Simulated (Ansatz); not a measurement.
InH2(OH) (InOH3), 5 atoms. Hardware: 4 threads of Arm Neoverse V2 on a shared host.

In the def2 sets In takes a core potential; there is no spin–orbit coupling. Correlated methods freeze 5 core orbitals; core or outer-core shells of In are correlated, in sets that lack core-valence functions.

**Question.** How many basis functions does each of these Ansatz runs have, and roughly what does it cost? PBE0-D4/def2-TZVP, charge 1 doublet at the geometry of the charge 0 singlet, energy; PBE-D4/def2-TZVP, charge 0 triplet at the geometry of the charge 0 singlet, energy, from earlier orbitals; LC-ωPBE/def2-TZVP, charge 0 singlet, energy, from earlier orbitals; PBE-D4/def2-TZVP, charge 1 doublet, relaxation, 11 steps; CAM-B3LYP-D4/def2-TZVP, charge 0 singlet, energy, from earlier orbitals; PBE0-D4/def2-TZVP, charge 0 singlet, energy, from earlier orbitals; r2SCANh-D4/def2-TZVP, charge 0 singlet, energy, from earlier orbitals; LDA (SPW92)/def2-TZVP, charge 0 singlet, energy, from earlier orbitals; r2SCAN-D4/def2-TZVP, charge 0 singlet, energy, from earlier orbitals; BLYP-D4/def2-TZVP, charge 0 singlet, energy, from earlier orbitals; MP2/def2-TZVP, charge 0 singlet, energy, from earlier orbitals; PBE-D4/def2-TZVP, charge 1 doublet at the geometry of the charge 0 singlet, energy, from earlier orbitals.

**Answer.** Other jobs shared the machine, so times can vary by a factor of up to 3. A dash marks memory too small to be measured apart from the calling script's.

| run | functions | fitting or Cholesky vectors | wall time | peak host memory (GiB) |
| --- | --- | --- | --- | --- |
| LDA (SPW92)/def2-TZVP, charge 0 singlet, energy, from earlier orbitals | 99 | 671 | 0.3 s | – |
| MP2/def2-TZVP, charge 0 singlet, energy, from earlier orbitals | 99 | 841 | 0.4 s | – |
| BLYP-D4/def2-TZVP, charge 0 singlet, energy, from earlier orbitals | 99 | 671 | 0.5 s | – |
| LC-ωPBE/def2-TZVP, charge 0 singlet, energy, from earlier orbitals | 99 | 671 | 0.55 s | – |
| CAM-B3LYP-D4/def2-TZVP, charge 0 singlet, energy, from earlier orbitals | 99 | 748 | 0.6 s | – |
| PBE0-D4/def2-TZVP, charge 0 singlet, energy, from earlier orbitals | 99 | 764 | 0.65 s | – |
| r2SCAN-D4/def2-TZVP, charge 0 singlet, energy, from earlier orbitals | 99 | 671 | 0.9 s | – |
| r2SCANh-D4/def2-TZVP, charge 0 singlet, energy, from earlier orbitals | 99 | 671 | 0.95 s | – |
| PBE-D4/def2-TZVP, charge 1 doublet at the geometry of the charge 0 singlet, energy, from earlier orbitals | 99 | 671 | 1 s | – |
| PBE-D4/def2-TZVP, charge 0 triplet at the geometry of the charge 0 singlet, energy, from earlier orbitals | 99 | 671 | 1.1 s | – |
| PBE0-D4/def2-TZVP, charge 1 doublet at the geometry of the charge 0 singlet, energy | 99 | 764 | 3.7 s | – |
| PBE-D4/def2-TZVP, charge 1 doublet, relaxation, 11 steps | 99 | 671 | 11 s | – |
